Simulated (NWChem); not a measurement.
Correlation energy of CF2

```xyz
3

F      1.1468     0.0000    -0.1647
C      0.0000     0.0000     0.4940
F     -1.1468     0.0000    -0.1647
```
Charge 0, spin multiplicity 3.

Program: NWChem. All single points use one geometry, from UPBE/def2-SVP, a minimum by its harmonic frequencies.

Basis set: cc-pVDZ. Each correlation energy counts from its own Hartree-Fock reference.

The correlated methods keep 3 core orbitals frozen. This spin state was chosen for the runs; another may lie lower. The structure started from a generated list of species. The unpaired electrons of the parent sit in orbitals of symmetry a1 and b2 (C2v labels of the run); other states weren't searched. No SCF solution was tested for a lower state. Open-shell Hartree-Fock references start from PBE0 orbitals. No row is a measurement; the coupled-cluster row has its own basis-set and correlation limits.

Task: Order these methods by the correlation energy they give, lowest first: URI-MP2, SCS-UMP2, CCSD on UHF, CCSD[T] on UHF, CCSD(T) on UHF, CCSD on ROHF.

Result: CCSD[T] on UHF (-476.7 mHa), CCSD(T) on UHF (-475.1 mHa), CCSD on ROHF (-469.6 mHa), CCSD on UHF (-465.9 mHa), URI-MP2 (-453.5 mHa), SCS-UMP2 (-432.8 mHa)
